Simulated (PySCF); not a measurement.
CH₂ClFO₂Si, SMILES O=CO[Si@@H](F)Cl.

Coordinates come from a B3LYP-D3(BJ)/def2-SVP optimisation. The structure was generated by enumeration; whether it is a known compound was not checked. The values are those of a single conformer.

Two levels are set side by side: PBE/def2-TZVP (PySCF) and ωB97X/def2-TZVP (PySCF). Same geometry, gas phase. Differences are taken from unrounded values.

```
quantity                      ωB97X
---------------------------  ------
orbital gap (eV)              12.81
highest occupied level (eV)  -11.30
lowest empty level (eV)        1.51
dipole moment (D)              2.75
mean polarisability (bohr³)    49.7
```

Question: What does PBE give, and how far is it from ωB97X? (An estimate is asked for; the answer gives what the named calculation found.)

Answer: 
```json
[
 {"quantity": "orbital gap (eV)", "PBE": "5.16", "PBE minus ωB97X": "-7.66"},
 {"quantity": "highest occupied level (eV)", "PBE": "-7.14", "PBE minus ωB97X": "4.16"},
 {"quantity": "lowest empty level (eV)", "PBE": "-1.98", "PBE minus ωB97X": "-3.49"},
 {"quantity": "dipole moment (D)", "PBE": "2.50", "PBE minus ωB97X": "-0.25"},
 {"quantity": "mean polarisability (bohr³)", "PBE": "52.8", "PBE minus ωB97X": "3.1"}
]
```

Without exact exchange PBE keeps part of each electron's self-repulsion, which lifts occupied levels and narrows the gap. Loosely held outer electrons make PBE densities more polarisable. Differences between two approximate levels are no errors against the true value.

Rough cost on one machine, each run with all the roots and properties that it gave: ωB97X against PBE within a factor of 2.
